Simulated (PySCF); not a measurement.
**Polarisability and C₆ of Cu (copper, neutral)**

[Ar] 3d10 4s1, 2S determinant. All numbers are calculated (PySCF 2.14, scalar relativity by spin-free X2C-1e, in aug-cc-pwCVTZ-DK (10s9p7d4f3g, 127 functions)). Coupled (time-dependent) response in atomic units; α is the mean over directions.

```
method  mean α (bohr³)  C₆ (like pair)  S(−4)
  PW91           39.91           237.1   1331
```

S(−4) is the Cauchy moment in α(ω) = α(0) + S(−4) ω² + …

Reference α: 46.5 ± 0.5 bohr³ (recommended; Schwerdtfeger and Nagle, table of static dipole polarizabilities (2023 update)). Published C₆: 253.0 (Chu and Dalgarno (2004); Tang, Norbeck and Certain (1976)).

α(iu) at PW91:

```csv
u (hartree),α(iu) (bohr³)
0,39.91
0.0500,36.88
0.100,30.29
0.200,18.57
0.300,12.10
0.500,6.676
0.750,4.268
1.00,3.172
1.50,2.081
2.00,1.501
3.00,0.8971
5.00,0.4350
```
